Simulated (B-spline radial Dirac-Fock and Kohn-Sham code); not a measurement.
Dipole and non-dipole photoemission parameters of La 6s

System: the La atom in the configuration [Xe] 5d1 6s2; threshold 4.93 eV (orbital energy of the model). Method: Dirac-Hartree-Slater photoionisation with a Latter tail; cross sections with all multipoles, angular parameters from the dipole term and its interference with E2. Computed with a radial finite-basis atomic code.

For linearly polarised light dσ/dΩ = σ/(4π) [1 + β P₂(cos θ) + (δ + γ cos²θ) sin θ cos φ], with θ from the polarisation vector and φ the angle between the beam and the projection of the electron momentum on the plane normal to the polarisation.

```
hν (eV)   σ (kb)      β       γ
   53.3     37.8  1.878   0.049
     80     24.6  1.915   0.127
   84.8     23.0  1.918   0.137
   88.5     21.9  1.921   0.144
    103     18.4  1.930   0.171
    141     12.4  1.944   0.223
    145     11.9  1.945   0.228
    300     4.24  1.964   0.306
    330        ?      ?       ?
    400     2.73  1.968   0.311
    411     2.61  1.969   0.311
    531     1.75  1.972   0.301
    800    0.909  1.976   0.252
   1000    0.627  1.978   0.207
   1010    0.617  1.978   0.205
   1530    0.301  1.981   0.094
   1890    0.206  1.983   0.031
   1920    0.200  1.983   0.027
   1950    0.195  1.983   0.022
   2530    0.121  1.984  -0.047
   2900   0.0941  1.984  -0.077
   3420   0.0691  1.985  -0.104
   4000   0.0514  1.985  -0.115
   4560   0.0399  1.986  -0.111
 5414.7   0.0285  1.986  -0.084
   7210   0.0161  1.986   0.025
 8047.8   0.0129  1.986   0.090
   8280   0.0121  1.986   0.109
  10900  0.00685  1.986   0.347
  11600  0.00600  1.986   0.415
```

Problem. Give the values at 330 eV.

Solution. σ = 3.67 kb, β = 1.965, γ = 0.309. For an s subshell δ is negligible.
